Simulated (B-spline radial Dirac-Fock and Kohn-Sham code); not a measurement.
# Binding energies of La¹⁵⁺ at several levels of theory

System: the La¹⁵⁺ ion, configuration 1s2 2s2 2p6 3s2 3p6 3d10 4s2 4p6 4d6.

The density-functional columns are spherical, spin-unpolarised Dirac-Kohn-Sham results without Breit or QED terms: −ε is minus the orbital energy of the initial state and ΔSCF the difference of two total energies. The reference in the last column comes from Dirac-Fock energy differences between relaxed states, corrected for Breit and QED terms. All numbers are from a radial atomic solver, in eV; a selection of levels is shown. For the 1s level of heavy atoms much of the gap between ΔSCF and the reference is the Breit and QED part, -147.5 eV here; for other levels the error of the functional can be larger.

| level | LDA −ε | LDA ΔSCF | Dirac-Fock |
| --- | --- | --- | --- |
| K (1s) | 38996.7 | 39403.3 | 39267.4 |
| L1 (2s) | 6474.8 | 6557.1 | 6613.0 |
| L2 (2p1/2) | 6128.3 | 6228.9 | 6233.5 |
| L3 (2p3/2) | 5715.5 | 5809.0 | 5825.3 |
| M1 (3s) | 1625.3 | 1658.4 | 1698.1 |
| M2 (3p1/2) | 1479.1 | 1513.3 | 1538.6 |
| M3 (3p3/2) | 1398.1 | 1431.1 | 1456.8 |
| M4 (3d3/2) | 1141.7 | 1178.2 | 1180.7 |
| M5 (3d5/2) | 1124.3 | 1160.3 | 1163.8 |
| N1 (4s) | 552.1 | 569.3 | 582.4 |
| N2 (4p1/2) | 496.7 | 513.6 | 518.7 |
| N3 (4p3/2) | 477.5 | 493.9 | 499.6 |
| N4,5 (4d) | 383.0 | 398.8 | 397.2 |

Values without a named source are computed, but for edge energies of neutral atoms, which are taken from tables.
